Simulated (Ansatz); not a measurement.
`[F][Y]([F])[F]`, charge 0, multiplicity 1.

(1) Give a relaxed structure at PBE0-D4/def2-TZVP (the Gaussian-basis code of Ansatz). (Best estimate.)

## Answers

(1) The calculation gave: 
Z-matrix (Å, degrees):
```
Y
F 1 1.997
F 1 1.997 2 120.0
F 1 1.997 2 120.0 3 180.0
```
Point group D3h.
